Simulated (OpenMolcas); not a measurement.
## Lines of Ti²⁺: computed and rescaled rates

| Quantity | Value |
| --- | --- |
| Program | OpenMolcas |
| Method | SS-CASPT2, IPEA 0.25 Eh, imaginary shift 0.1 Eh (closed shells correlated: 3s 3p) |
| Basis | ANO-RCC-VQZP [7s6p4d3f2g1h] |
| Scalar Hamiltonian | DKH2, point nucleus |
| Active space | 2 electrons in 5 orbitals (3d) |
| State averaging | 2S+1 = 3 even, 10 roots; 2S+1 = 1 even, 15 roots |
| Spin-orbit coupling | RASSI with atomic mean-field integrals over the reference wave functions, term energies averaged over their components |

Rates come from the transition moments of the reference wave functions (E1 and E2 in the length form). At fixed line strength A goes as λ^-3 for E1 and M1 and as λ^-5 for E2, so a rate at the computed wavelength can be rescaled to the measured one. Measured vacuum wavelengths follow from level energies in Corliss and Sugar, J. Phys. Chem. Ref. Data 8, 1 (1979). Branching counts decays inside the model space alone, at computed energies, and the table is only a selection of the E2 and M1 lines, drawn from those between levels with measured partners whose computed energy lies within a factor of 1.5 of the measured one.

```tsv
Upper	Lower	Type	λ computed (nm)	λ measured (nm)	A computed (s-1)	A rescaled (s-1)	Branching %
3d² ¹S₀	3d² ¹D₂	E2	417.4	416.6	6.72e+00	6.78e+00	98.2
3d² ¹S₀	3d² ³P₁	M1	487.7	457.2	1.06e-01		1.5
3d² ³P₀	3d² ³F₂	E2	911.8	948.9	4.92e-02	4.03e-02	100.0
3d² ³P₂	3d² ³F₄	E2	932.7	970.8	3.38e-02	2.77e-02	67.4
3d² ³P₁	3d² ³F₃	E2	922.6	959.8	3.09e-02	2.54e-02	61.5
3d² ³P₁	3d² ³F₂	E2	906.2	943.1	1.69e-02	1.38e-02	33.6
3d² ³P₂	3d² ³F₃	E2	911.1	949.1	9.86e-03	8.04e-03	19.7
3d² ¹D₂	3d² ³F₃	M1	1354	1206	9.69e-03		64.8
3d² ¹G₄	3d² ³F₄	M1	724.2	715.5	7.47e-03		56.7
3d² ¹D₂	3d² ³F₂	M1	1318	1180	5.25e-03		35.1
3d² ¹G₄	3d² ³F₃	M1	711.1	703.6	4.74e-03		36.0
3d² ³P₂	3d² ³F₂	E2	895	932.7	1.53e-03	1.24e-03	3.0
3d² ¹G₄	3d² ¹D₂	E2	1498	1688	9.21e-04	5.07e-04	7.0
3d² ³F₄	3d² ³F₃	M1	39260	42460	3.36e-04	2.66e-04	100.0
3d² ³F₃	3d² ³F₂	M1	50770	54080	1.97e-04	1.63e-04	100.0
```

Spin-changing lines and M1 lines between different terms are not rescaled, since their strength hangs on the term gaps too.

The largest correction is for 3d² ¹G₄ → 3d² ¹D₂ (E2): 9.21e-04 × (1498 / 1688)^5 = 5.07e-04 s-1, a factor of 0.55.

The computed rate and branching of 3d² ³F₃ → 3d² ³F₂ give the upper level a radiative lifetime of 1.000 / 1.97e-04 s-1 = 5.08e+03 s, counting decays inside the model space alone. The rescaled rate gives about 6.1e+03 s.

These are rates of the free ion; in crystals, glasses and complexes forced electric-dipole and non-radiative decay shorten such lifetimes by orders of magnitude. No measured rate stands beside these. Rescaling mends the energy factor alone: line strengths can still be far off where a level mixes with configurations outside the active space, and weak or spin-changing lines hang on small mixing coefficients that depend on the term gaps too, so rescaling need not improve them.

Term energies are means over components that CASPT2 splits; among the terms shown or strongly mixed into the levels shown the widest spread is 870 cm-1 (3d² ¹G). Computed and measured levels are paired by configuration, term and J; levels that our copy of the source lacks, or whose pairing is in doubt (as where it misses far off the trend of its configuration), stay unpaired. Only configurations of the active space appear.
